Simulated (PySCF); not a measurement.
# Computed records: AlFH₂N, AlH₂NO

Calculation on a computer-drawn molecule: vertical ionisation energy to the stated ion spin, frozen-core CCSD(T) at the basis limit and cheaper methods, single-reference cases, UHF for radicals, no spin-orbit; all values are single points at the evaluated structure, the first of each entry, which is the reference or a displaced copy of it and isn't optimised; the reference structure only sets the zero of the energies above reference; triples share is (T) over the correlation energy. Program: PySCF 2.14.0.

Common to all runs: charge 0; diffuse functions no; basis cc-pV(n+d)Z; reference is the Hartree-Fock double-zeta minimum; best is HF at quadruple zeta + MP2 correlation extrapolated from triple and quadruple zeta + CCSD(T) minus MP2 at triple zeta; basis step is the size of the change from the same recipe one zeta lower.

```yaml
- entry: 1
  formula: AlFH2N
  evaluated_structure:
    atoms_angstrom:
      - ["N", 0.2818, 1.8006, -2.7274]
      - [Al, -0.3463, 0.2932, -2.2115]
      - [F, 0.6469, -1.0284, -2.3042]
      - [H, 1.353, 1.9452, -3.2119]
      - [H, -0.2665, 2.7125, -2.7727]
  reference_structure:
    atoms_angstrom:
      - ["N", 0.2622, 1.8297, -2.7455]
      - [Al, -0.3614, 0.2833, -2.1843]
      - [F, 0.6736, -1.0099, -2.3041]
      - [H, 1.1823, 1.9706, -3.1229]
      - [H, -0.241, 2.6968, -2.7372]
  given:
    multiplicity: 2
    ion_multiplicity: 1
    drawn_bonds_atom: [1, 2, 1, 1]
    drawn_bonds_other_atom: [2, 3, 4, 5]
    drawn_bonds_order: [1, 1, 1, 1]
  results:
    "ionisation_energy_best [eV]": 8.391
    "ionisation_energy_basis_step [eV]": 0.03481
    "energy_above_reference_best [kcal/mol]": 13.81
    "energy_above_reference_basis_step [kcal/mol]": 0.0791
    triple_zeta_method: [HF, PBE, r2SCAN, B3LYP, wB97X, MP2, CCSD, "CCSD(T)"]
    "triple_zeta_ionisation_energy [eV]": [8.244, 8.326, 8.464, 8.463, 8.262, 8.22, 8.324, 8.305]
    "triple_zeta_energy_above_reference [kcal/mol]": [17.34, 11.88, 13.38, 13.39, 14.21, 14.21, 14.17, 13.67]
    "total_energy_HF_triple_zeta [hartree]": -397.1053
    "total_energy_CCSD(T)_triple_zeta [hartree]": -397.6639
    "total_energy_best [hartree]": -397.7573
    T1_diagnostic_at_triple_zeta: 0.01445
    D1_diagnostic_at_triple_zeta: 0.03631
    spin_squared_at_triple_zeta: 0.7524
    ion_T1_diagnostic_at_triple_zeta: 0.01598
    ion_D1_diagnostic_at_triple_zeta: 0.04267
    triples_share_at_triple_zeta: 0.03318
    basis_functions_triple_zeta: 127
    "dipole_magnitude_HF_at_triple_zeta [debye]": 2.435
    "dipole_magnitude_CCSD_unrelaxed_at_triple_zeta [debye]": 2.321
    "dipole_magnitude_PBE_at_triple_zeta [debye]": 2.311
    "dipole_magnitude_r2SCAN_at_triple_zeta [debye]": 2.333
    "dipole_magnitude_B3LYP_at_triple_zeta [debye]": 2.354
    "dipole_magnitude_wB97X_at_triple_zeta [debye]": 2.359
- entry: 2
  formula: AlFH2N
  evaluated_structure:
    atoms_angstrom:
      - ["N", 0.2818, 1.8006, -2.7274]
      - [Al, -0.3463, 0.2932, -2.2115]
      - [F, 0.6469, -1.0284, -2.3042]
      - [H, 1.5945, 1.9777, -3.3211]
      - [H, -0.2665, 2.7125, -2.7727]
  reference_structure:
    atoms_angstrom:
      - ["N", 0.2622, 1.8297, -2.7455]
      - [Al, -0.3614, 0.2833, -2.1843]
      - [F, 0.6736, -1.0099, -2.3041]
      - [H, 1.1823, 1.9706, -3.1229]
      - [H, -0.241, 2.6968, -2.7372]
  given:
    multiplicity: 2
    ion_multiplicity: 1
    drawn_bonds_atom: [1, 2, 1, 1]
    drawn_bonds_other_atom: [2, 3, 4, 5]
    drawn_bonds_order: [1, 1, 1, 1]
  results:
    "ionisation_energy_best [eV]": 8.397
    "ionisation_energy_basis_step [eV]": 0.04446
    "energy_above_reference_best [kcal/mol]": 47.05
    "energy_above_reference_basis_step [kcal/mol]": 0.002814
    triple_zeta_method: [HF, PBE, r2SCAN, B3LYP, wB97X, MP2, CCSD, "CCSD(T)"]
    "triple_zeta_ionisation_energy [eV]": [8.22, 8.339, 8.476, 8.462, 8.253, 8.13, 8.329, 8.314]
    "triple_zeta_energy_above_reference [kcal/mol]": [56.29, 42.98, 46.32, 46.34, 49.46, 50.39, 48.34, 46.98]
    "total_energy_HF_triple_zeta [hartree]": -397.0432
    "total_energy_CCSD(T)_triple_zeta [hartree]": -397.6108
    "total_energy_best [hartree]": -397.7043
    T1_diagnostic_at_triple_zeta: 0.02161
    D1_diagnostic_at_triple_zeta: 0.076
    spin_squared_at_triple_zeta: 0.7877
    ion_T1_diagnostic_at_triple_zeta: 0.01678
    ion_D1_diagnostic_at_triple_zeta: 0.044
    triples_share_at_triple_zeta: 0.03508
    basis_functions_triple_zeta: 127
    "dipole_magnitude_HF_at_triple_zeta [debye]": 2.31
    "dipole_magnitude_CCSD_unrelaxed_at_triple_zeta [debye]": 2.2
    "dipole_magnitude_PBE_at_triple_zeta [debye]": 2.089
    "dipole_magnitude_r2SCAN_at_triple_zeta [debye]": 2.124
    "dipole_magnitude_B3LYP_at_triple_zeta [debye]": 2.18
    "dipole_magnitude_wB97X_at_triple_zeta [debye]": 2.228
- entry: 3
  formula: AlFH2N
  evaluated_structure:
    atoms_angstrom:
      - ["N", 0.2734, 1.7927, -2.7674]
      - [Al, -0.3497, 0.2886, -2.1502]
      - [F, 0.7052, -0.9921, -2.3016]
      - [H, 1.2085, 1.9955, -3.1388]
      - [H, -0.2435, 2.7225, -2.7799]
  reference_structure:
    atoms_angstrom:
      - ["N", 0.2622, 1.8297, -2.7455]
      - [Al, -0.3614, 0.2833, -2.1843]
      - [F, 0.6736, -1.0099, -2.3041]
      - [H, 1.1823, 1.9706, -3.1229]
      - [H, -0.241, 2.6968, -2.7372]
  given:
    multiplicity: 2
    ion_multiplicity: 1
    drawn_bonds_atom: [1, 2, 1, 1]
    drawn_bonds_other_atom: [2, 3, 4, 5]
    drawn_bonds_order: [1, 1, 1, 1]
  results:
    "ionisation_energy_best [eV]": 8.618
    "ionisation_energy_basis_step [eV]": 0.03526
    "energy_above_reference_best [kcal/mol]": 2.246
    "energy_above_reference_basis_step [kcal/mol]": 0.05919
    triple_zeta_method: [HF, PBE, r2SCAN, B3LYP, wB97X, MP2, CCSD, "CCSD(T)"]
    "triple_zeta_ionisation_energy [eV]": [8.511, 8.539, 8.689, 8.693, 8.492, 8.46, 8.557, 8.533]
    "triple_zeta_energy_above_reference [kcal/mol]": [3.412, 1.641, 2.123, 2.21, 2.39, 2.326, 2.379, 2.212]
    "total_energy_HF_triple_zeta [hartree]": -397.1275
    "total_energy_CCSD(T)_triple_zeta [hartree]": -397.6822
    "total_energy_best [hartree]": -397.7757
    T1_diagnostic_at_triple_zeta: 0.01407
    D1_diagnostic_at_triple_zeta: 0.03583
    spin_squared_at_triple_zeta: 0.7521
    ion_T1_diagnostic_at_triple_zeta: 0.01638
    ion_D1_diagnostic_at_triple_zeta: 0.04494
    triples_share_at_triple_zeta: 0.03245
    basis_functions_triple_zeta: 127
    "dipole_magnitude_HF_at_triple_zeta [debye]": 2.477
    "dipole_magnitude_CCSD_unrelaxed_at_triple_zeta [debye]": 2.344
    "dipole_magnitude_PBE_at_triple_zeta [debye]": 2.343
    "dipole_magnitude_r2SCAN_at_triple_zeta [debye]": 2.371
    "dipole_magnitude_B3LYP_at_triple_zeta [debye]": 2.4
    "dipole_magnitude_wB97X_at_triple_zeta [debye]": 2.377
- entry: 4
  formula: AlFH2N
  evaluated_structure:
    atoms_angstrom:
      - ["N", 0.1289, 1.8967, -2.6134]
      - [Al, -0.3623, 0.2755, -2.1675]
      - [F, 0.651, -1.0951, -2.3961]
      - [H, 1.0222, 2.0724, -3.0531]
      - [H, -0.2243, 2.7067, -2.668]
  reference_structure:
    atoms_angstrom:
      - ["N", 0.2622, 1.8297, -2.7455]
      - [Al, -0.3614, 0.2833, -2.1843]
      - [F, 0.6736, -1.0099, -2.3041]
      - [H, 1.1823, 1.9706, -3.1229]
      - [H, -0.241, 2.6968, -2.7372]
  given:
    multiplicity: 2
    ion_multiplicity: 1
    drawn_bonds_atom: [1, 2, 1, 1]
    drawn_bonds_other_atom: [2, 3, 4, 5]
    drawn_bonds_order: [1, 1, 1, 1]
  results:
    "ionisation_energy_best [eV]": 8.45
    "ionisation_energy_basis_step [eV]": 0.04118
    "energy_above_reference_best [kcal/mol]": 14.33
    "energy_above_reference_basis_step [kcal/mol]": 0.166
    triple_zeta_method: [HF, PBE, r2SCAN, B3LYP, wB97X, MP2, CCSD, "CCSD(T)"]
    "triple_zeta_ionisation_energy [eV]": [8.318, 8.397, 8.531, 8.541, 8.331, 8.29, 8.38, 8.358]
    "triple_zeta_energy_above_reference [kcal/mol]": [14.19, 14.54, 14.26, 14.16, 14.25, 14.22, 14.37, 14.43]
    "total_energy_HF_triple_zeta [hartree]": -397.1103
    "total_energy_CCSD(T)_triple_zeta [hartree]": -397.6627
    "total_energy_best [hartree]": -397.7564
    T1_diagnostic_at_triple_zeta: 0.01413
    D1_diagnostic_at_triple_zeta: 0.0356
    spin_squared_at_triple_zeta: 0.7522
    ion_T1_diagnostic_at_triple_zeta: 0.01607
    ion_D1_diagnostic_at_triple_zeta: 0.04292
    triples_share_at_triple_zeta: 0.03193
    basis_functions_triple_zeta: 127
    "dipole_magnitude_HF_at_triple_zeta [debye]": 2.592
    "dipole_magnitude_CCSD_unrelaxed_at_triple_zeta [debye]": 2.471
    "dipole_magnitude_PBE_at_triple_zeta [debye]": 2.483
    "dipole_magnitude_r2SCAN_at_triple_zeta [debye]": 2.506
    "dipole_magnitude_B3LYP_at_triple_zeta [debye]": 2.515
    "dipole_magnitude_wB97X_at_triple_zeta [debye]": 2.512
- entry: 5
  formula: AlFH2N
  evaluated_structure:
    atoms_angstrom:
      - ["N", 0.2736, 1.8279, -2.7413]
      - [Al, -0.3412, 0.2778, -2.1647]
      - [F, 0.6526, -1.0031, -2.2986]
      - [H, 1.1945, 1.9709, -3.1331]
      - [H, -0.2218, 2.6691, -2.7233]
  reference_structure:
    atoms_angstrom:
      - ["N", 0.2622, 1.8297, -2.7455]
      - [Al, -0.3614, 0.2833, -2.1843]
      - [F, 0.6736, -1.0099, -2.3041]
      - [H, 1.1823, 1.9706, -3.1229]
      - [H, -0.241, 2.6968, -2.7372]
  given:
    multiplicity: 2
    ion_multiplicity: 1
    drawn_bonds_atom: [1, 2, 1, 1]
    drawn_bonds_other_atom: [2, 3, 4, 5]
    drawn_bonds_order: [1, 1, 1, 1]
  results:
    "ionisation_energy_best [eV]": 8.484
    "ionisation_energy_basis_step [eV]": 0.03335
    "energy_above_reference_best [kcal/mol]": 0.8276
    "energy_above_reference_basis_step [kcal/mol]": 0.1258
    triple_zeta_method: [HF, PBE, r2SCAN, B3LYP, wB97X, MP2, CCSD, "CCSD(T)"]
    "triple_zeta_ionisation_energy [eV]": [8.362, 8.421, 8.563, 8.566, 8.364, 8.332, 8.422, 8.401]
    "triple_zeta_energy_above_reference [kcal/mol]": [0.1012, 1.28, 0.8319, 0.895, 0.8423, 0.8914, 0.7222, 0.8347]
    "total_energy_HF_triple_zeta [hartree]": -397.1328
    "total_energy_CCSD(T)_triple_zeta [hartree]": -397.6844
    "total_energy_best [hartree]": -397.7780
    T1_diagnostic_at_triple_zeta: 0.01373
    D1_diagnostic_at_triple_zeta: 0.03475
    spin_squared_at_triple_zeta: 0.7521
    ion_T1_diagnostic_at_triple_zeta: 0.01564
    ion_D1_diagnostic_at_triple_zeta: 0.0414
    triples_share_at_triple_zeta: 0.03182
    basis_functions_triple_zeta: 127
    "dipole_magnitude_HF_at_triple_zeta [debye]": 2.119
    "dipole_magnitude_CCSD_unrelaxed_at_triple_zeta [debye]": 2.031
    "dipole_magnitude_PBE_at_triple_zeta [debye]": 2.068
    "dipole_magnitude_r2SCAN_at_triple_zeta [debye]": 2.075
    "dipole_magnitude_B3LYP_at_triple_zeta [debye]": 2.096
    "dipole_magnitude_wB97X_at_triple_zeta [debye]": 2.064
- entry: 6
  formula: AlH2NO
  evaluated_structure:
    atoms_angstrom:
      - ["N", 0.7656, -0.1704, -1.4983]
      - [Al, -0.0801, 0.6761, -2.5395]
      - [O, -0.9964, 1.5302, -3.6287]
      - [H, 1.3596, -0.6271, -0.8526]
      - [H, -1.8261, 1.4117, -4.0566]
  reference_structure:
    atoms_angstrom:
      - ["N", 0.7656, -0.1704, -1.4983]
      - [Al, -0.0801, 0.6761, -2.5395]
      - [O, -0.9964, 1.5302, -3.6287]
      - [H, 1.3596, -0.6271, -0.8526]
      - [H, -1.8261, 1.4117, -4.0566]
  given:
    multiplicity: 1
    ion_multiplicity: 2
    drawn_bonds_atom: [1, 2, 1, 3]
    drawn_bonds_other_atom: [2, 3, 4, 5]
    drawn_bonds_order: [2, 1, 1, 1]
  results:
    "ionisation_energy_best [eV]": 8.764
    "ionisation_energy_basis_step [eV]": 0.08719
    "energy_above_reference_best [kcal/mol]": 0.0
    "energy_above_reference_basis_step [kcal/mol]": 0.0
    triple_zeta_method: [HF, PBE, r2SCAN, B3LYP, wB97X, MP2, CCSD, "CCSD(T)"]
    "triple_zeta_ionisation_energy [eV]": [6.808, 8.658, 8.453, 8.576, 8.465, 8.701, 8.362, 8.522]
    "triple_zeta_energy_above_reference [kcal/mol]": [0.0, 0.0, 0.0, 0.0, 0.0, 0.0, 0.0, 0.0]
    "ionisation_energy_Koopmans_at_triple_zeta [eV]": 9.146
    "ionisation_energy_EOM_CCSD_at_triple_zeta [eV]": 8.55
    "total_energy_HF_triple_zeta [hartree]": -372.4549
    "total_energy_CCSD(T)_triple_zeta [hartree]": -373.0073
    "total_energy_best [hartree]": -373.0907
    T1_diagnostic_at_triple_zeta: 0.01619
    D1_diagnostic_at_triple_zeta: 0.03972
    ion_T1_diagnostic_at_triple_zeta: 0.01368
    ion_D1_diagnostic_at_triple_zeta: 0.03396
    ion_spin_squared_at_triple_zeta: 0.7594
    triples_share_at_triple_zeta: 0.03953
    basis_functions_triple_zeta: 127
    "dipole_magnitude_HF_at_triple_zeta [debye]": 3.629
    "dipole_magnitude_CCSD_unrelaxed_at_triple_zeta [debye]": 3.169
    "dipole_magnitude_PBE_at_triple_zeta [debye]": 2.995
    "dipole_magnitude_r2SCAN_at_triple_zeta [debye]": 3.177
    "dipole_magnitude_B3LYP_at_triple_zeta [debye]": 3.149
    "dipole_magnitude_wB97X_at_triple_zeta [debye]": 3.344
```
